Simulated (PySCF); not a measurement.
PySCF job for Ir(OH)3 (H3IrO3), SMILES [OH][Ir]([OH])[OH] (connectivity only; charge and spin as stated), neutral, multiplicity 3, PBE-D3(BJ)/def2-SVP. Coordinates come from a PBE-D3(BJ)/def2-SVP optimisation. The spin state was assumed, not searched. The def2 effective core potentials stand for the cores of Ir; spin–orbit coupling is left out. Other conformers were not sampled.

```python
import numpy as np
from pyscf import gto, scf, dft, df
from pyscf.hessian import thermo

mol = gto.M(
    atom='''
    Ir   -0.06692112    0.07082651    0.00185408
    O     1.53702539   -0.92809556   -0.29782643
    H     2.27819699   -0.29221421   -0.17747599
    O    -0.32688778   -0.96495151    1.57274847
    H     0.45338454   -1.53235753    1.76759450
    O    -0.75653034    1.31866623   -1.23739812
    H    -1.20751298    0.96597758   -2.03307369
    ''',
    basis='def2-SVP',
    ecp={'Ir': 'def2-svp'},
    charge=0,
    spin=2,
    max_memory=1600,
    verbose=3,
)
mf = dft.UKS(mol, xc='pbe').density_fit(auxbasis='def2-universal-jkfit')
mf.disp = 'd3bj'
mf.grids.level = 3
mf.conv_tol = 1e-11
mf.max_cycle = 100
mf.kernel()
fine, coarse = mf.grids, dft.Grids(mol).set(level=1).build(with_non0tab=True)
for _ in range(3):  # follow internal instabilities
    mf.grids = coarse
    mo, _, stable, _ = mf.stability(return_status=True, nroots=4)
    mf.grids = fine
    if stable:
        break
    mf.kernel(mf.make_rdm1(mo, mf.mo_occ))

# analytic Hessian; the response equations are solved on a coarser grid
h, args, fine = mf.Hessian(), (mf.mo_energy, mf.mo_coeff, mf.mo_occ), mf.grids
h.max_memory = max(150, 2.5e-5 * df.make_auxmol(mol, mf.with_df.auxbasis).nao * mol.nelec[0] * (mol.nelec[0] + mol.nao))  # MB; small integral blocks
h1ao = h.make_h1(mf.mo_coeff, mf.mo_occ)
mf.grids = dft.Grids(mol).set(level=1).build(with_non0tab=True)
mo1, mo_e1 = h.solve_mo1(*args, h1ao)
mf.grids = fine
hess = h.hess_elec(*args, mo1, mo_e1, h1ao) + h.hess_nuc()
if mf.do_disp():
    hess += h.get_dispersion()
for i in range(mol.natm):  # the analytic DFT Hessian lacks the response of the grid: restore translational invariance
    hess[i, i] -= hess[i].sum(axis=0)
hess = (hess + hess.transpose(1, 0, 3, 2)) / 2
vib = thermo.harmonic_analysis(mol, hess, imaginary_freq=False)
thermo.dump_normal_mode(mol, vib)
th = thermo.thermo(mf, vib['freq_au'][vib['freq_au'] > 0], 298.15, 101325)
thermo.dump_thermo(mol, th)
g0 = mf.nuc_grad_method().set(verbose=0).kernel()

# dipole derivatives [dipole axis, atom, xyz] from the same response
r, irp = mol.intor('int1e_r'), mol.intor('int1e_irp').reshape(3, 3, mol.nao, mol.nao)
sl, dm0, ok = mol.aoslice_by_atom(), np.array(mf.make_rdm1()), []
dmu = np.einsum('a,xt->xat', mol.atom_charges(), np.eye(3))
for a, (_, _, p0, p1) in enumerate(sl):
    dmu[:, a] += 2 * np.einsum('xtij,ij->xt', irp[:, :, :, p0:p1], dm0.reshape(-1, mol.nao, mol.nao).sum(0)[:, p0:p1])
    for u, c, occ, f in zip(mo1, mf.mo_coeff, mf.mo_occ, (2, 2)):
        dmu[:, a] -= f * np.einsum('tui,xuv,vi->xt', u[a], r, c[:, occ > 0], optimize=True)
L = vib['norm_mode']
ir = 974.8801 * (np.einsum('xat,kat->kx', dmu, L) ** 2).sum(1)       # km/mol
apt = np.einsum('xax->a', dmu) / 3
print('mode   freq/cm-1   IR/(km/mol)')
for k, w in enumerate(vib['freq_wavenumber']):
    print(f'{k + 1:4d} {w:11.2f} {ir[k]:13.3f}')
print('max |gradient| / (hartree/bohr):', abs(g0).max())
print('APT charges:', apt.round(4))
```

Output:

```

WARN: HOMO -0.596399294159035 >= LUMO -0.624000731411524

converged SCF energy = -331.444369068381  <S^2> = 2.0053123  2S+1 = 3.0035395
<class 'pyscf.df.df_jk.DFUKS'> wavefunction is stable in the internal stability analysis

WARN: DFTD3 does not support analytical Hessian, using finite difference


WARN: Mole.unit (angstrom) is changed to Bohr

Mode                                 0                   1                   2
Irrep
Freq [cm^-1]                       74.9010            167.0942            226.3359
Reduced mass [au]                   7.7824              6.2117              5.8762
Force const [Dyne/A]                0.0257              0.1022              0.1774
Char temp [K]                     107.7659            240.4114            325.6470
Normal mode                   x     y     z       x     y     z       x     y     z
       0  Ir                -0.02 -0.01  0.01   -0.01 -0.02 -0.02    0.02 -0.00  0.01
       1   O                -0.00  0.08 -0.12    0.05  0.05  0.02    0.02  0.05 -0.13
       2   H                -0.02  0.09 -0.03    0.01  0.06  0.18    0.02  0.03 -0.01
       3   O                 0.04 -0.00  0.03    0.01  0.11  0.07   -0.16  0.05  0.00
       4   H                 0.03 -0.03  0.03   -0.00  0.12  0.14   -0.25 -0.02  0.17
       5   O                 0.15 -0.00 -0.08    0.03  0.10  0.10   -0.05 -0.04  0.01
       6   H                 0.22 -0.02 -0.12    0.03  0.21  0.05   -0.10 -0.10  0.07
Mode                                 3                   4                   5
Irrep
Freq [cm^-1]                      360.7380            472.5601            497.0564
Reduced mass [au]                   1.0518              1.1133              1.1591
Force const [Dyne/A]                0.0806              0.1465              0.1687
Char temp [K]                     519.0217            679.9087            715.1535
Normal mode                   x     y     z       x     y     z       x     y     z
       0  Ir                 0.00 -0.00  0.00    0.00 -0.00 -0.00   -0.00 -0.00  0.00
       1   O                 0.00 -0.01  0.02    0.01  0.01  0.03    0.03  0.01  0.04
       2   H                -0.02  0.14 -0.64   -0.00  0.10 -0.40   -0.05  0.21 -0.51
       3   O                -0.03 -0.02 -0.01    0.00  0.04  0.04   -0.01  0.01 -0.00
       4   H                 0.19  0.41  0.37   -0.31 -0.54 -0.39   -0.05 -0.09 -0.09
       5   O                -0.02  0.01  0.02   -0.04  0.01  0.01    0.07  0.02 -0.03
       6   H                 0.31  0.16 -0.23    0.37  0.01 -0.22   -0.63  0.04  0.36
Mode                                 6                   7                   8
Irrep
Freq [cm^-1]                      630.9269            662.7867            668.5064
Reduced mass [au]                   9.3749             11.5523             10.9474
Force const [Dyne/A]                2.1987              2.9900              2.8825
Char temp [K]                     907.7634            953.6025            961.8318
Normal mode                   x     y     z       x     y     z       x     y     z
       0  Ir                -0.01 -0.00  0.02   -0.01  0.02 -0.01    0.00 -0.00  0.00
       1   O                 0.14 -0.09 -0.03    0.12 -0.07 -0.03    0.06 -0.04 -0.01
       2   H                 0.11 -0.06 -0.01    0.10 -0.04 -0.03    0.07 -0.06  0.04
       3   O                 0.02  0.09 -0.13   -0.02 -0.07  0.11   -0.02 -0.07  0.09
       4   H                 0.01  0.07 -0.15    0.02 -0.04  0.01    0.03 -0.00  0.09
       5   O                -0.01  0.02 -0.02    0.05 -0.08  0.08   -0.07  0.14 -0.13
       6   H                 0.08 -0.04 -0.04    0.05 -0.09  0.09   -0.03 -0.09 -0.05
Mode                                 9                  10                  11
Irrep
Freq [cm^-1]                      694.4413            825.6646            955.4214
Reduced mass [au]                   1.1083              1.1356              1.0877
Force const [Dyne/A]                0.3149              0.4561              0.5850
Char temp [K]                     999.1464           1187.9475           1374.6387
Normal mode                   x     y     z       x     y     z       x     y     z
       0  Ir                -0.00 -0.00 -0.00    0.00 -0.00  0.00    0.00  0.00  0.00
       1   O                -0.03  0.01  0.02   -0.01  0.02 -0.01    0.01 -0.07 -0.02
       2   H                -0.02  0.03 -0.11   -0.01  0.01 -0.01   -0.65  0.67  0.20
       3   O                 0.01  0.01 -0.02   -0.07  0.01  0.04   -0.00 -0.00  0.00
       4   H                 0.03  0.07  0.05    0.42  0.38 -0.75    0.00 -0.00 -0.00
       5   O                 0.02  0.05  0.04   -0.00  0.00  0.00   -0.01  0.00  0.00
       6   H                 0.22 -0.86  0.30    0.02 -0.01 -0.01    0.05 -0.02 -0.02
Mode                                12                  13                  14
Irrep
Freq [cm^-1]                     3579.1783           3583.6634           3644.7459
Reduced mass [au]                   1.0657              1.0666              1.0661
Force const [Dyne/A]                8.0440              8.0703              8.3438
Char temp [K]                    5149.6407           5156.0937           5243.9778
Normal mode                   x     y     z       x     y     z       x     y     z
       0  Ir                -0.00  0.00 -0.00    0.00 -0.00  0.00   -0.00 -0.00 -0.00
       1   O                 0.01  0.01  0.00    0.04  0.04  0.01    0.00  0.00  0.00
       2   H                -0.20 -0.17 -0.03   -0.70 -0.60 -0.11   -0.01 -0.01 -0.00
       3   O                -0.05  0.03 -0.01    0.01 -0.01  0.00   -0.00  0.00  0.00
       4   H                 0.73 -0.54  0.20   -0.21  0.16 -0.06   -0.00  0.00 -0.00
       5   O                 0.00  0.00  0.00    0.00  0.00  0.00   -0.03 -0.02 -0.05
       6   H                -0.00 -0.00 -0.00   -0.01 -0.01 -0.01    0.45  0.33  0.79
temperature 298.1500 [K]
pressure 101325.00 [Pa]
Rotational constants [GHz] 8.19554 3.88613 2.68390
Symmetry number 1
Zero-point energy (ZPE) 0.03883 [Eh]   101945.881 [J/mol]
                           tot       elec      trans        rot        vib
Entropy [J/mol/K]       346.878      9.134    177.266    107.670     52.808
Cv [J/mol/K]             85.226      0.000     12.472     12.472     60.283
Cp [J/mol/K]             93.541      0.000     20.786     12.472     60.283
Internal energy [J/mol]                      3718.434   3718.434 110788.026
Internal energy [Eh]   -331.39934  -331.44437
Enthalpy [J/mol]                             6197.391   3718.434 110788.026
Enthalpy [Eh]          -331.39840
Gibbs free energy [J/mol]                  -46654.405 -28383.280  95043.401
Gibbs free energy [Eh] -331.43779
mode   freq/cm-1   IR/(km/mol)
   1       74.90         1.133
   2      167.09         4.975
   3      226.34        24.132
   4      360.74       105.918
   5      472.56       119.841
   6      497.06        61.919
   7      630.93        30.913
   8      662.79        95.562
   9      668.51        41.785
  10      694.44       118.010
  11      825.66       109.842
  12      955.42        62.273
  13     3579.18        38.818
  14     3583.66        64.911
  15     3644.75       101.230
max |gradient| / (hartree/bohr): 0.00011755834981637076
APT charges: [ 0.7818 -0.4544  0.2341 -0.5054  0.261  -0.6311  0.3139]
```

The calculation finished and met its thresholds.

Cost: around 2.3 core-minutes (rough).
